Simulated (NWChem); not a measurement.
System: TiH₂S₂F₂; SMILES [F][Ti]([SH])([F])[SH]

The following NWChem deck was run.

```
start job
memory heap 200 mb stack 900 mb global 1100 mb
geometry units angstroms noautoz
  Ti     0.000000     0.000000     0.485890
  F      0.005260    -1.464474     1.407617
  F     -0.005260     1.464474     1.407617
  S      1.870261    -0.146625    -0.845596
  H      1.728285     1.082855    -1.394503
  S     -1.870261     0.146625    -0.845596
  H     -1.728285    -1.082855    -1.394503
end
basis spherical
  * library def2-svp
end
dft
  xc becke88 lyp
  iterations 200
  convergence diis 20
end
task dft gradient
```

Excerpt of the output:

```
             Northwest Computational Chemistry Package (NWChem) 7.3.0
             --------------------------------------------------------

 C2  symmetry detected

                             Geometry "geometry" -> ""
                             -------------------------

 Output coordinates in angstroms (scale by  1.889725989 to convert to a.u.)

  No.       Tag          Charge          X              Y              Z
 ---- ---------------- ---------- -------------- -------------- --------------
    1 Ti                  22.0000     0.00000000     0.00000000     0.40239530
    2 F                    9.0000     0.14574966    -1.45721268     1.32412230
    3 F                    9.0000    -0.14574966     1.45721268     1.32412230
    4 S                   16.0000     1.87570063     0.03350002    -0.92909070
    5 H                    1.0000     1.61641303     1.24368521    -1.47799770
    6 S                   16.0000    -1.87570063    -0.03350002    -0.92909070
    7 H                    1.0000    -1.61641303    -1.24368521    -1.47799770

 Effective nuclear repulsion energy (a.u.)     457.5431596818

      Symmetry information
      --------------------

 Group name             C2
 Group number              4
 Group order               2
 No. of unique centers     4

                                 NWChem DFT Module
                                 -----------------

 Summary of "ao basis" -> "ao basis" (spherical)
 ------------------------------------------------------------------------------
       Tag                 Description            Shells   Functions and Types
 ---------------- ------------------------------  ------  ---------------------
 Ti                         def2-svp                11       31   5s3p2d1f
 F                          def2-svp                 6       14   3s2p1d
 S                          def2-svp                 8       18   4s3p1d
 H                          def2-svp                 3        5   2s1p

      Symmetry analysis of basis
      --------------------------

        a          54
        b          51

            General Information
            -------------------
          SCF calculation type: DFT
          Wavefunction type:  closed shell.
          No. of atoms     :     7
          No. of electrons :    74
           Alpha electrons :    37
            Beta electrons :    37
          Charge           :     0
          Spin multiplicity:     1
          Use of symmetry is: on ; symmetry adaption is: on
          Maximum number of iterations: 200
          AO basis - number of functions:   105
                     number of shells:    45
          Convergence on energy requested:  1.00D-06
          Convergence on density requested:  1.00D-05
          Convergence on gradient requested:  5.00D-04

              XC Information
              --------------
                    Becke 1988 Exchange Functional  1.000
              Lee-Yang-Parr Correlation Functional  1.000

             Grid Information
             ----------------
          Grid used for XC integration:  medium
          Radial quadrature: Mura-Knowles
          Angular quadrature: Lebedev.
          Tag              B.-S. Rad. Rad. Pts. Rad. Cut. Ang. Pts.
          ---              ---------- --------- --------- ---------
          Ti                  1.40      112          10.0       590
          F                   0.50       49          11.0       434
          S                   1.00       88          10.0       590
          H                   0.35       45          11.0       434
          Grid pruning is: on
          Number of quadrature shells:   294
          Spatial weights used:  Erf1

      Superposition of Atomic Density Guess
      -------------------------------------

 Sum of atomic energies:       -1842.53676424

      Non-variational initial energy
      ------------------------------

 Total energy =   -1842.735911
 1-e energy   =   -3452.323000
 2-e energy   =    1152.043929
 HOMO         =      -0.324964
 LUMO         =      -0.009119

      Symmetry analysis of molecular orbitals - initial
      -------------------------------------------------

  Numbering of irreducible representations:

     1 a           2 b

  Orbital symmetries:

     1 a           2 a           3 b           4 a           5 b
     6 a           7 b           8 a           9 b          10 a
    11 b          12 a          13 b          14 a          15 b
    16 b          17 a          18 a          19 b          20 a
    21 b          22 a          23 b          24 a          25 b
    26 a          27 a          28 b          29 b          30 a
    31 b          32 a          33 b          34 a          35 a
    36 b          37 b          38 a          39 a          40 b
    41 a          42 a          43 b          44 b          45 a
    46 a          47 b

[...]

                         DFT ENERGY GRADIENTS

    atom               coordinates                        gradient
                 x          y          z           x          y          z
   1 Ti      0.000000   0.000000   0.760417    0.000000   0.000000   0.011881
   2 F       0.275427  -2.753733   2.502228   -0.001281   0.011833  -0.007529
   3 F      -0.275427   2.753733   2.502228    0.001281  -0.011833  -0.007529
   4 S       3.544560   0.063306  -1.755727   -0.006115   0.006564  -0.000197
   5 H       3.054578   2.350224  -2.793011    0.002432  -0.005784   0.001785
   6 S      -3.544560  -0.063306  -1.755727    0.006115  -0.006564  -0.000197
   7 H      -3.054578  -2.350224  -2.793011   -0.002432   0.005784   0.001785
```

Level: BLYP/def2-SVP. Coordinates come from a B3LYP/6-31G* (spherical d) optimisation.
